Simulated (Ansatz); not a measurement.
One change: `CC(=S)[SiH2]O` becomes `CBC(C)=S`.

Ansatz, PBE0-D4/def2-TZVP geometries, multiplicity 1. Each molecule was computed in one conformer, which needn't be the lowest. `CBC(C)=S` holds a close contact that its SMILES doesn't draw: S···B 2.24 Å.

```csv
property,`CC(=S)[SiH2]O`
size of the dipole moment (B3LYP/def2-TZVPP) / D,2.30
size of the dipole moment (PBE/def2-TZVPP) / D,2.27
size of the dipole moment (ωB97M-V/def2-TZVPP) / D,2.21
HOMO energy (PBE0/def2-TZVPP) / eV,-6.75
HOMO–LUMO gap (PBE0/def2-TZVPP) / eV,4.10
HOMO energy (PBE/def2-TZVPP) / eV,-5.58
```

(1) Give the same properties after the change, and the shifts. (Estimate.)

Answers

(1) Ansatz gave: 
```tsv
property	`CBC(C)=S`	shift
size of the dipole moment (B3LYP/def2-TZVPP) / D	2.25	-0.05
size of the dipole moment (PBE/def2-TZVPP) / D	2.21	-0.06
size of the dipole moment (ωB97M-V/def2-TZVPP) / D	2.26	0.05
HOMO energy (PBE0/def2-TZVPP) / eV	-6.99	-0.24
HOMO–LUMO gap (PBE0/def2-TZVPP) / eV	4.76	0.66
HOMO energy (PBE/def2-TZVPP) / eV	-5.87	-0.29
```

With PBE0 the HOMO falls by 0.24 eV and the LUMO rises by 0.42 eV, so the gap widens by about 0.66 eV. PBE moves the HOMO by -0.29 eV and ωB97M-V by -0.20 eV. Dipoles are sizes alone; their direction can turn.

B3LYP here is the variant with VWN-RPA as its local correlation; programs differ in this.
